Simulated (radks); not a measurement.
Effect of the nuclear size on neutral hafnium, [Xe] 4f14 5d2 6s2. All-electron calculation, Dirac Kohn-Sham, LDA (Slater exchange, Perdew-Wang correlation), spin-unpolarised, spherical densities, finite nucleus; open shells are shared between the two j in proportion to 2j + 1; Fermi nuclear charge, rms radius 5.347 fm. Program: a radial shooting solver on a logarithmic mesh with Libxc functionals. The rms radius is varied about that value; shifts are against it.

rms radius (fm)  total energy shift (eV)  density at nucleus (e/bohr^3)  1s1/2 shift (meV)  2s1/2 shift (meV)  5p1/2 shift (meV)  6s1/2 shift (meV)  5d5/2 shift (meV)  6p1/2 (empty) shift (meV)
4.7535                             -10.1                      1.251e+06              -4130               -571              0.356             -0.306              0.277                      0.111
4.8604                             -8.38                      1.242e+06              -3410               -471              0.294             -0.253              0.229                      0.092
5.347                                  0                      1.204e+06              0.000              0.000              0.000              0.000              0.000                      0.000
5.6839                              6.11                       1.18e+06               2490                344             -0.214              0.185             -0.167                     -0.067
5.9084                              10.3                      1.165e+06               4200                581             -0.362              0.312             -0.282                     -0.113

Slopes of the eigenvalues against <r^2> in GHz/fm^2, as finite differences over the two radii next to the reference (eigenvalue slopes, not the field-shift constants of lines): 1s1/2 164000, 2s1/2 22700, 5p1/2 -14.1, 6s1/2 12.2, 5d5/2 -11.0, 6p1/2 (empty) -4.43.
